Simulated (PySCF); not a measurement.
**How methods differ on the excitation energy of Ti+**

Ti+ [Ar] 3d2 4s1 (4F) → Ti+ [Ar] 3d3 (4F), as a difference of total energies. Computed with PySCF 2.14 in def2-TZVPPD (6s6p4d2f1g, 67 functions), with no relativity, point nucleus. Correlated levels: valence: [Ar] frozen; valence and next inner shell: [Ne] frozen. The calculations carry no spin-orbit coupling.

| method | excitation energy (eV) | difference from reference (eV) |
| --- | --- | --- |
| UHF | 0.475 | +0.368 |
| LDA | -0.412 | -0.519 |
| PBE | -0.372 | -0.479 |
| PBE0 | -0.296 | -0.403 |
| r2SCAN | -0.348 | -0.455 |
| r2SCAN0 | -0.267 | -0.374 |
| B3LYP | -0.230 | -0.337 |
| PBEsol | -0.429 | -0.536 |
| BHandHLYP | -0.089 | -0.196 |
| MP2 (valence) | 0.225 | +0.118 |
| SCS-MP2 (valence) | 0.392 | +0.285 |
| MP2 (valence and next inner shell) | -0.028 | -0.135 |
| SCS-MP2 (valence and next inner shell) | 0.153 | +0.046 |

Reference: 0.107 eV (measured; NIST levels, between the centres of gravity of the two terms).

These non-relativistic numbers lack the scalar-relativistic shift.

Errors of the correlated levels include the incompleteness of this basis and the frozen core.
